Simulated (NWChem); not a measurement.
A series in which one site is exchanged, each optimised at PBE0/def2-SVP with NWChem, gas phase unless a solvent is named. Low-valent species are run as closed-shell singlets; no triplet was tried in these runs. Some are not confirmed as minima by frequencies. def2 effective core potentials on I; no spin-orbit coupling.

A: F[Si]Cl (SiClF; site = F)
B: [SiH]Cl (SiHCl; site = H)
C: Cl[Si]Cl (SiCl2; site = Cl)
D: I[Si]Cl (SiICl; site = I)

Values for A:

- dipole (D), PBE0/def2-SVP = 1.13
- orbital gap (eV), PBE0/def2-SVP = 5.45
- vertical ionisation energy, ΔSCF, PBE/def2-SVP (eV) = 10.22

Task: How do these values change for the other members?

Result: 
| change from A | B | C | D |
|---|---|---|---|
| dipole (D), PBE0/def2-SVP | -0.13 | -0.18 | -0.22 |
| orbital gap (eV), PBE0/def2-SVP | -1.47 | -0.60 | -1.22 |
| vertical ionisation energy, ΔSCF, PBE/def2-SVP (eV) | -1.04 | -0.45 | -1.02 |
